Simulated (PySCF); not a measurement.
## Stretching ICl

Set-up: I cc-pVTZ-PP with ECP28, Cl cc-pV(T+d)Z; scalar-relativistic core potentials (PySCF 2.14). Energies in eV from I + Cl in their ground configurations at the same level. State: ¹Σ⁺ (singlet), closed shell.

```json
{"R (Å)": "2.000", "PBE0": "-1.029"}
{"R (Å)": "2.093", "PBE0": "-1.804"}
{"R (Å)": "2.186", "PBE0": "-2.214"}
{"R (Å)": "2.256", "PBE0": "-2.352"}
{"R (Å)": "2.326", "PBE0": "-2.386"}
{"R (Å)": "2.396", "PBE0": "-2.342"}
{"R (Å)": "2.489", "PBE0": "-2.199"}
{"R (Å)": "2.605", "PBE0": "-1.934"}
{"R (Å)": "2.745", "PBE0": "-1.553"}
{"R (Å)": "2.931", "PBE0": "-1.019"}
```

Task: Put a parabola through the three lowest points of the PBE0 curve and estimate Re, k and ωe (reduced mass 27.41 u; 1 eV/Å² = 0.16022 mdyn/Å; ωe = 1302.8·√(k/μ) cm⁻¹).

Result: Through R = 2.256, 2.326, 2.396 Å the second-order coefficient is 7.96 eV/Å², so Re ≈ 2.322 Å, k ≈ 2.55 mdyn/Å and ωe ≈ 397 cm⁻¹. A polynomial fit of higher order to the unrounded PBE0 energies gives Re = 2.318 Å, k = 2.62 mdyn/Å, ωe = 403 cm⁻¹; anharmonicity and rounding make the difference.

The higher-order fit for each curve: PBE0: Re = 2.318 Å, ωe = 403 cm⁻¹, De = 2.39 eV.

These are scalar-relativistic numbers at best; spin–orbit coupling would shift them, the dissociation energy most.
